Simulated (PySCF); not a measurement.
Spectra and structures to be paired. The calculation used PySCF, TDDFT PBE0/def2-SVPD, vertical, gas phase, core orbitals frozen in the response. Geometries: GFN2-xTB; one conformer of each isolated species. Triplets are in the Tamm–Dancoff approximation.

A. `CC1=CC/1=C/Cl`
B. `[H]/N=C\CCS[SiH3]`
C. `CC[C@H](F)C#N`
D. `CSC1C[SiH2]C1`
E. `C=CC#CCCl`

Lowest singlet levels (six at most, fewer where fewer were computed) with oscillator strengths:

1. 5.06 eV (f 0.006); 5.62 eV (f 0.029); 5.76 eV (f 0.009); 6.31 eV (f 0.028); 6.35 eV (f 0.009); 6.43 eV (f 0.005); T1 4.67 eV
2. 7.33 eV (f 0.001); 8.08 eV (f 0.004); 8.42 eV (f 0.001); 8.49 eV (f 0.008); 8.79 eV (f 0.003); 9.04 eV (f 0.015); T1 6.27 eV
3. 5.19 eV (f 0.000); 5.37 eV (f 0.001); 5.53 eV (f 0.215); 6.52 eV (f 0.369); 6.60 eV (f 0.002); 6.67 eV (f 0.001); T1 3.40 eV
4. 5.02 eV (f 0.005); 5.46 eV (f 0.003); 5.71 eV (f 0.015); 6.20 eV (f 0.003); 6.42 eV (f 0.007); 6.69 eV (f 0.002); T1 4.24 eV
5. 4.30 eV (f 0.021); 5.34 eV (f 0.000); 5.62 eV (f 0.000); 6.24 eV (f 0.001); 6.46 eV (f 0.002); 6.55 eV (f 0.000); T1 3.32 eV

Task: Which spectrum belongs to which structure?

Result: 1 = D, 2 = C, 3 = E, 4 = B, 5 = A.
- A: S1 at 4.30 eV, HOMO→LUMO (99%); Löwdin shares by element: HOMO carbon 63% or more, chlorine 23%; LUMO carbon 78% or more, hydrogen 8% or more; HOMO -5.92 and LUMO -0.54 eV; point group Cs, 3 of its 6 listed states under f = 0.0005.
- B: S1 at 5.02 eV, HOMO→LUMO (54%), HOMO-1→LUMO (40%); Löwdin shares by element: HOMO sulfur 59%, nitrogen 10%, silicon 8%, carbon 7% or more (atoms not listed hold the other 16%); LUMO carbon 35% or more, nitrogen 30%, sulfur 10% (atoms not listed hold the other 25%); HOMO -6.98 and LUMO -0.47 eV.
- C: S1 at 7.33 eV, HOMO→LUMO (86%); Löwdin shares by element: HOMO carbon 45% or more, nitrogen 32% (atoms not listed hold the other 23%); LUMO carbon 42% or more, nitrogen 29%, fluorine 12% (atoms not listed hold the other 17%); HOMO -9.68 and LUMO -0.27 eV.
- D: S1 at 5.06 eV, HOMO→LUMO (66%), HOMO→LUMO+1 (20%), HOMO→LUMO+2 (8%); Löwdin shares by element: HOMO sulfur 69%, carbon 23% or more; LUMO silicon 29%, hydrogen 19% or more, sulfur 14% (atoms not listed hold the other 38%); HOMO -6.21 and LUMO 0.05 eV.
- E: S1 at 5.19 eV, HOMO→LUMO+1 (87%), HOMO-1→LUMO (8%); Löwdin shares by element: HOMO carbon 85% or more; LUMO carbon 81% or more (atoms not listed hold the other 19%); HOMO -7.18 and LUMO -1.05 eV; point group Cs, 1 of its 6 listed states under f = 0.0005.
B and D have S1 within 0.04 eV of each other; their strongest listed levels stand at 5.71 eV (f 0.015) and 5.62 eV (f 0.029).
D and E have S1 within 0.14 eV of each other; their strongest listed levels stand at 5.62 eV (f 0.029) and 6.52 eV (f 0.369).
